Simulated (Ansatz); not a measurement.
Geometry optimisation, RKS PBE-D4/def2-SVP (Ansatz).

input.yaml

```yaml
crystal:
  periodic: [false, false, false]
  atoms:
    - { symbol: B, position_ang: [-0.068121, 0.337542, 0.276615] }
    - { symbol: "N", position_ang: [-0.101541, 0.394064, 1.768166] }
    - { symbol: H, position_ang: [-0.984099, 0.435706, 2.279755] }
    - { symbol: H, position_ang: [0.690004, 0.790682, 2.274822] }
    - { symbol: Cl, position_ang: [1.451794, 0.785427, -0.550208] }
    - { symbol: "N", position_ang: [-1.234162, 0.093019, -0.479389] }
    - { symbol: H, position_ang: [-2.122994, -0.181736, -0.064071] }
    - { symbol: H, position_ang: [-1.182337, -0.043592, -1.485986] }
    - { symbol: O, position_ang: [0.673093, -2.18156, 0.395529] }
    - { symbol: Si, position_ang: [-0.453531, -3.337632, -0.072] }
    - { symbol: H, position_ang: [0.274532, -4.590967, -0.466435] }
    - { symbol: H, position_ang: [-1.417434, -3.653822, 1.047258] }
    - { symbol: H, position_ang: [-1.262712, -2.871216, -1.254214] }
    - { symbol: H, position_ang: [0.475207, -1.714215, 1.246358] }
basis:
  gaussian: { orbitals: def2-SVP }
hamiltonian:
  xc: pbe
  dispersion: d4
relax:
  f_tol: 0.03
  max_steps: 50
output:
  orbitals: {}
```

Launched with:

```bash
$ ansatz run input.yaml --threads 4 --pin off --max-ram 5120MiB --backend cpu --events-out ev --progress --plain --runs-dir out
```

Question: Where does it end, and by what steps?

Answer: The forces met the threshold. After 17 steps the energy has fallen by 0.319 eV; H12 moved furthest, 0.91 Å.

```csv
step,energy less start (eV),largest force component (eV/Å),accepted
0,0.0000,1.684,yes
1,-0.1291,1.228,yes
2,-0.1810,1.235,yes
3,-0.2495,0.885,yes
4,-0.2754,0.598,yes
5,-0.2864,0.165,yes
6,-0.2859,0.067,no
7,-0.2900,0.053,yes
8,-0.2918,0.084,yes
9,-0.2949,0.123,yes
10,-0.2971,0.235,yes
11,-0.3030,0.169,yes
12,-0.3128,0.113,yes
13,-0.3160,0.118,yes
14,-0.3179,0.081,yes
15,-0.3188,0.060,yes
16,-0.3192,0.042,yes
17,-0.3194,0.027,yes
```

```xyz
14
Properties=species:S:1:pos:R:3
B -0.193 0.489 0.255
N 0.063 0.075 1.609
H -0.702 -0.242 2.208
H 0.799 0.547 2.138
Cl 1.060 1.470 -0.565
N -1.337 0.092 -0.465
H -2.065 -0.510 -0.082
H -1.444 0.300 -1.456
O 0.868 -2.534 0.772
Si -0.435 -3.261 0.024
H -0.259 -4.748 0.140
H -1.750 -2.891 0.688
H -0.572 -2.919 -1.439
H 0.705 -1.607 1.088
```

Whether the end is a true minimum wasn't checked by a vibrational analysis.

Time of the run: 31 s on 4 threads of Arm Neoverse V2, on a shared host, peak memory 0.2 GiB.
